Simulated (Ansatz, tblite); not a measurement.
Cost and result up the ladder for Ge(OH)2H2 (GeO₂H₄) (7 atoms). Total charge 0; singlet. Geometry: r2SCAN-D4/def2-TZVP.

```xyz
7

Ge    0.4279   -0.1760   -0.1754
O    -0.4972    1.2078   -0.8063
H    -1.3099    0.9365   -1.2443
O     0.2499   -0.2578    1.5884
H    -0.6671   -0.3628    1.8635
H     1.9087    0.1106   -0.3881
H    -0.1124   -1.4584   -0.8378
```

Ansatz on 4 threads of Arm Neoverse V1 on a shared host; xTB runs through tblite on one thread. Times are rough, summed over both states, and most runs start from the orbitals of an earlier one. PBE0-D4/def2-TZVP serves as the yardstick here, not as an exact answer. The other state is a triplet.

The xTB rows come from tblite.

xTB has no spin-polarisation term.

```
            level  functions  vertical triplet (eV)  difference from PBE0-D4/def2-TZVP (eV)
 PBE-D4/def2-TZVP        134                   6.34                                   -0.56
         GFN1-xTB         25                   7.61                                    0.71
         GFN2-xTB         21                   8.84                                    1.94
PBE0-D4/def2-TZVP        134                   6.90                                    0.00
```

Q: Estimate how long each takes.

A: GFN2-xTB 0.005 s; GFN1-xTB 0.008 s; PBE-D4/def2-TZVP 3 s; PBE0-D4/def2-TZVP 6.6 s. On shared hardware such times vary by a factor of up to 3.
